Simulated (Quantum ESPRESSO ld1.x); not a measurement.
Question: The mean radii <r> (bohr) of the occupied orbitals of an atom or ion are listed with their occupations. Method: Dirac Kohn-Sham, RPBE, spin-unpolarised, spherical densities, point nucleus; computed with ld1.x of Quantum ESPRESSO 7.5.

orbital     occ.     <r>
1s1/2          2  0.1112
2s1/2          2  0.5494
2p1/2    1.66667  0.5083
2p3/2    3.33333  0.5102
3s1/2          1   1.664

Name the element and its charge. Open shells, if any, are shared by 2j + 1.

Answer: Z = 14, silicon, charge +4: Si4+ in [He] 2s2 2p5 3s1. The 1s radius gives Z: for a bare nucleus <r> = (2 gamma + 1)/(2Z) with gamma = sqrt(1 - (Z/c)^2), 0.1068 bohr for Z = 14, and screening makes it slightly larger (0.1112 here). The occupations add up to 10, and the charge is Z minus that.
